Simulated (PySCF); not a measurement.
Electronic absorption of [Ti(CH3)Br3]

Species: [Ti(CH3)Br3], CH3Br3Ti (singlet state).
SMILES: `[CH3][Ti]([Br])([Br])[Br]`

Computed with TDDFT wB97X-D/def2-SVPD, vertical, gas phase, core orbitals frozen in the response in PySCF. Isolated species at its PBE0-D3(BJ)/def2-SVP geometry, gas phase. Relativistic effects, spin–orbit coupling among them, are left out although an element past zinc is present.

```tsv
state	λ (nm)	E (eV)	f	|μ| (D)	main configurations (H = HOMO, L = LUMO)
S1	361.3	3.43	0.0001	0.09	H-3→L/L+1 (≥69%), H-4→L/L+1 (≥16%)
S2	360.3	3.44	0.0001	0.08	H-3→L/L+1 (≥68%), H-4→L/L+1 (≥16%)
S3	304.2	4.08	0.0044	0.54	H→L/L+1 (≥83%)
S4	303.7	4.08	0.0052	0.58	H→L/L+1 (≥84%)
S5	299.6	4.14	0.0024	0.39	H-3→L+2 (67%), H-4→L+2 (15%)
S6	298.1	4.16	0.0023	0.38	H-3→L+3 (68%), H-4→L+3 (16%)
S7	284.3	4.36	0.0001	0.05	H-2/H-1→L/L+1 (≥85%)
S8	278.3	4.46	0.0058	0.59	H-2/H-1→L/L+1 (≥86%)
S9	275.8	4.50	0.011	0.80	H-2/H-1→L/L+1 (≥64%), H→L+2 (18%)
S10	275.5	4.50	0.011	0.80	H-2/H-1→L/L+1 (≥62%), H→L+3 (18%)
```

Triplets, Tamm–Dancoff:

```tsv
state	E (eV)	λ (nm)	main configurations (H = HOMO, L = LUMO)
T1	3.07	404.0	H-3→L/L+1 (≥67%), H-4→L/L+1 (≥18%)
T2	3.08	402.5	H-3→L/L+1 (≥58%), H-4→L/L+1 (≥17%), H-3→L+2 (9%)
T3	3.79	326.8	H-3→L+2 (67%), H-4→L+2 (19%)
```

The lowest singlet level (S1/S2) lies at 3.43 eV (361 nm, ultraviolet) and is dark (f under 0.0005). The strongest level in the table is S9/S10 at 4.50 eV (276 nm, f = 0.022 summed). It is the last of those listed, so stronger ones may follow. S1/S2, S3/S4 and S9/S10 lie within about 0.01 eV of each other in each set; the point group C3v has degenerate representations, and within a degenerate level the listed configurations can mix freely. For S1 the Löwdin share of titanium is 24% in HOMO-3 and 79% in LUMO+1; for S9 the Löwdin share of titanium is 5% in HOMO-2 and 79% in LUMO (ligand-to-metal charge transfer by this measure). The listed states span 1.07 eV, and the widest gap between neighbours is 0.63 eV (S2 to S3). The oscillator strengths of these states sum to 0.042; summed over the whole spectrum of an exact calculation they would give the number of electrons, 136 (Thomas–Reiche–Kuhn). Weighted by f, the mean energy of these states is 4.35 eV. No computed singlet lies in the visible range (380 to 750 nm); the lowest, at 361 nm, stands 0.17 eV above its violet end (3.26 eV); a Tamm–Dancoff triplet lies at 404 nm, without intensity as long as spin–orbit coupling is left out. The vertical ionisation energy (ΔSCF) is 10.59 eV, 6.08 eV above S10. Orbitals of the list HOMO-3 to LUMO+2 that lie within 0.01 eV of each other are written together with a slash and their weights summed (≥ marks a lower bound); for degenerate orbitals outside that list single weights are arbitrary. The window holds the lowest 10 singlets.

Hardware: one thread of an x86-64 server, no GPU (shared host). Cost: 7.6 min of wall time.
